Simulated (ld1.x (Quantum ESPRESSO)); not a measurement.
**What one change does to a pseudopotential (Bi (Z = 83), RRKJ)**

- Element: Bi
- Generator: ld1.x (Quantum ESPRESSO) 7.5
- Type: norm-conserving RRKJ (Kleinman–Bylander form)
- Functional: PBE
- Relativity: scalar-relativistic
- Frozen core: [Xe] 4f14
- Valence charge: 15
- Reference configuration: 5d10 6s2 6p3
- Partial waves: 6s (bound): rc 1.75 bohr; 6p (bound): rc 2.10 bohr; 5d (bound): rc 1.10 bohr
- Local potential: all-electron potential smoothed inside 1.15 bohr (lloc = -1)
- Core correction: none
- rho0: 0.02

Change: local potential all-electron potential smoothed inside 1.86 bohr (lloc = -1).

Cutoffs: the cutoffs (Ry, on a coarse ladder) from which the occupation-weighted sum of valence levels, in a spherical-Bessel basis at the reference potential, stays within 10 and 1 mRy of its value at 400 Ry; they do not see the model core or the augmentation charge, which bear on the density cutoff. Errors are all-electron minus pseudo energies relative to the spin-unpolarised reference configuration.

Task: What does the change do?

Result: The potential gets neither clearly harder nor softer (140 Ry and 230 Ry → 140 Ry and 230 Ry); the bound ghosts move from p, s to s; the number of tests that count goes from 6 to 7; of the 6 tests that both files solve, the error grows in 2 and shrinks in 3 by more than 15 % and 0.3 meV (median size 2.6 → 1.7 meV); the range in which the s phases agree widens (upper end 0.9 → at the end of the scan); the range in which the p phases agree narrows (upper end 2.5 → 0.5). In the separable form a ghost depends on how the local part lies against the semilocal potential of the channel, so the choice of the local part can create or remove one.

| quantity | base | changed |
| --- | --- | --- |
| cutoff, loose | 140 Ry | 140 Ry |
| cutoff, tight | 230 Ry | 230 Ry |
| bound ghosts | s, p | s |
| tests counted (converged, no solver errors) | 6 of 7 | 7 of 7 |
| error for 5d10 6s2 6p2, meV [ΔE 7.91 eV] | -1.8 | -0.8 |
| error for 5d10 6s2 6p0, meV [ΔE 46.50 eV] | -4.5 | -24 |
| error for 5d10 6s1 6p3, meV [ΔE 18.73 eV] | +3.5 | +10 |
| error for 5d10 6s2 6p3.3, meV [ΔE -1.09 eV] | +0.6 | +0.7 |
| error for 5d10 6s2 6p2.5, meV [ΔE 3.10 eV] | -1.1 | -0.8 |
| error for 5d10 6s1 6p0, meV [ΔE 91.91 eV] | +43 | +2.5 |
| s: phases at 2.31 bohr within 0.05 rad from the reference energy up to (Ry; the scan ends near 5) | 0.9 | to the end of the scan |
| p: phases at 2.31 bohr within 0.05 rad from the reference energy up to (Ry; the scan ends near 5) | 2.5 | 0.5 |
| d: phases at 2.31 bohr within 0.05 rad from the reference energy up to (Ry; the scan ends near 5) | to the end of the scan | 1.7 |

Base: Tests not counted: 5d10 6s2 6p1 (solver errors, printed error -4.2 eV). A true bound ghost makes a file unfit for plane-wave use even where its test errors are small: the radial tests pick states by their node count and pass the ghost by. Where a test does run into it, the solver fails or the error is huge.
